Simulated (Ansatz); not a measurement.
`N[SiH2][SnH3]` + `CBF` → `C[B](F)[SnH3]` + `N[SiH3]`  (formal exchange of groups at the Sn–Si bond)

Gas-phase electronic energies from Ansatz, PBE0-D4/def2-TZVP geometries. CCSD(T)/CBS is the MP2 limit (def2-TZVPP, def2-QZVPP) plus CCSD(T) − MP2 in def2-TZVPP, frozen cores. This one scheme is used for every species. DFT in def2-TZVPP. B3LYP here is the variant with VWN-RPA as its local correlation; programs differ in this. Elements past krypton have def2 core potentials. For Sn outer-core shells are correlated without core-valence functions, which leaves a few kJ/mol of doubt a bond. One conformer a species, not always the lowest.

`N[SiH2][SnH3]`:

```xyz
10

N    -1.241   -1.389    0.163
Si   -0.915    0.302    0.238
Sn    1.586    0.651   -0.199
H    -0.917   -1.927   -0.625
H    -2.126   -1.739    0.496
H    -1.277    0.767    1.603
H    -1.684    1.155   -0.721
H     2.077   -0.232   -1.582
H     2.543    0.118    1.112
H     1.954    2.295   -0.485
```

`CBF`:

Cartesian coordinates in Å:
```
C 0.598 0.340 -0.001
B -0.752 -0.428 -0.007
F -1.326 -0.791 1.132
H 0.997 0.528 0.997
H 0.480 1.296 -0.524
H 1.342 -0.216 -0.584
H -1.339 -0.729 -1.012
```

`C[B](F)[SnH3]`:

```xyz
10

C    -0.628   -0.332   -1.537
B    -0.729   -0.377    0.015
F    -1.797   -0.920    0.583
Sn    0.875    0.456    1.407
H    -0.531    0.708   -1.871
H     0.292   -0.827   -1.868
H    -1.481   -0.789   -2.042
H     0.504    0.246    3.061
H     2.386   -0.295    1.116
H     1.110    2.130    1.137
```

`N[SiH3]`:

Cartesian coordinates in Å:
```
N 0.822 -0.636 -0.239
Si -0.562 0.338 0.067
H 1.097 -1.336 0.432
H 1.631 -0.228 -0.679
H -1.679 -0.563 0.452
H -0.418 1.356 1.151
H -0.891 1.069 -1.184
```

```csv
level,ΔE (kJ/mol),difference from CCSD(T)/CBS
PBE-D4,37.6,1.6
r2SCAN-D4,36.8,0.8
PBE0-D4,39.5,3.5
B3LYP-D4,37.6,1.6
ωB97X-V,35.9,-0.1
ωB97M-V,35.4,-0.6
B2PLYP,36.1,0.1
PBE,37.0,1.0
r2SCAN,36.7,0.7
PBE0,38.9,2.9
B3LYP,36.5,0.5
HF/def2-TZVPP,38.1,2.1
MP2/def2-TZVPP,35.3,-0.7
SCS-MP2/def2-TZVPP,34.0,-2.0
CCSD/def2-TZVPP,34.1,-1.9
CCSD(T)/def2-TZVPP,33.5,-2.5
HF/def2-QZVPP,38.2,2.2
MP2/def2-QZVPP,36.8,0.8
SCS-MP2/def2-QZVPP,35.5,-0.5
HF/CBS(def2),38.2,2.2
MP2/CBS(def2),37.8,1.8
CCSD/CBS(def2),36.7,0.7
CCSD(T)/CBS,36.0,0
```

Largest T1 diagnostic among the species: 0.014.
